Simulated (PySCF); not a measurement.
## A search over the determinants of CdB

Unrestricted PBE0; Cd def2-TZVPP with ECP28, B def2-TZVPP; scalar-relativistic core potentials (PySCF 2.14). Outer shells of the fragments: Cd 4d10 5s2; B 2s2 2p1.

Followed along the bond (rough minima from three points):

```tsv
2Ms+1	unpaired	⟨S²⟩ at the start	R at minimum (Å)	Te (eV)
2	π ↑	0.77	2.44	0.00
4	σ ↑↑, π ↑	3.75	2.24	1.48
2	σ ↑	0.76	none in the scan	≤ 0.40
4	σ ↑, π ↑↑	3.77	none in the scan	≤ 1.28
```

Solutions found at the starting distance of 2.215 Å, counted from the lowest of them; the search is not exhaustive and high or unbound solutions are not listed, so other states can lie among these:

| 2Ms+1 | unpaired | term | E (eV) | ⟨S²⟩ | ⟨Lz²⟩ | μ (D) |
| --- | --- | --- | --- | --- | --- | --- |
| 2 | π ↑ | ²Π | 0.00 | 0.77 | 1.01 | -1.99 |
| 2 | σ ↑ | ²Σ⁺ | 0.76 | 0.76 | 0.00 | 0.42 |
| 4 | σ ↑, π ↑↑ | ⁴Σ⁻ | 1.27 | 3.77 | 0.00 | -3.57 |
| 4 | σ ↑↑, π ↑ | ⁴Π | 1.41 | 3.75 | 1.00 | -0.98 |
| 2 | σ ↑, π ↑↓ | mixed | 1.90 | 1.78 | 2.02 | -3.60 |
| 2 | σ ↓, π ↑↑ | mixed | 2.01 | 1.78 | 0.00 | -3.75 |
| 2 | σ ↑ | mixed | 2.70 | 0.78 | 2.00 | -3.33 |
| 4 | σ ↑, π ↑↑ | mixed | 3.97 | 3.78 | 2.01 | 0.14 |
| 2 | π ↑ | mixed | 5.38 | 1.32 | 1.00 | -3.88 |

A term symbol is given only where ⟨S²⟩ and ⟨Lz²⟩ are close to those of a pure state; real π, δ and φ orbitals otherwise mix terms. A positive dipole means Cd(−)B(+).

Spin–orbit coupling is left out. Counting both spins, an empty level lies below a filled one in some of these solutions, because spin and occupation are held.
